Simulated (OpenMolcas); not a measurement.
Ti3+ among 6 point charges of -0.5 e arranged as a tetragonal octahedron (D4h), 1.7 Å from the ion, with the axial distance 1.683 Å.

* Program: OpenMolcas 26.06
* Method: CASSCF
* Basis: ANO-RCC-VDZP [5s4p2d1f]
* Scalar Hamiltonian: DKH2, point nucleus
* Active space: 1 electron in 5 orbitals (3d)
* State averaging: 2S+1 = 2 even, 5 roots
* Spin-orbit coupling: RASSI with atomic mean-field integrals over the reference wave functions

(1) What is the spin-free ground state (labels of D4, the rotations of D4h)?

(2) Where is the first state of the same spin?

(3) What are the lowest two levels with spin-orbit coupling?

(4) What is χT at 300 K, and how does it compare with the textbook value?

## Answers

(1) 2B2, 1-fold in its orbital part, 100 % from free-ion D terms; it has the highest spin that d1 allows.

(2) 2E at 95.2 cm-1 above the ground state. The two act as a nearly degenerate pair, with unquenched orbital momentum.

(3) A 2-fold level E3/2 with g = 0.53, 0.56, 0.56, then a 2-fold level E1/2 71.3 cm-1 above it. Their leading multiplicities are 2 (100 %) and 2 (100 %).

(4) The lowest level has 2S+1 = 2, for which the spin-only value is χT = S(S+1) / 2 = 0.375 cm3 K/mol (g = 2). The computed 0.467 at 300 K differs by +0.092, through orbital momentum, spin-orbit coupling and any other state in reach.

The ground term spreads over less than 5000 cm-1, several times less than with real ligands, so orbital moments are less quenched and χT lies further from the spin-only value than at real sites. Point charges carry no covalency, so the field is a model and not that of real ligands. No measured value stands beside these numbers.
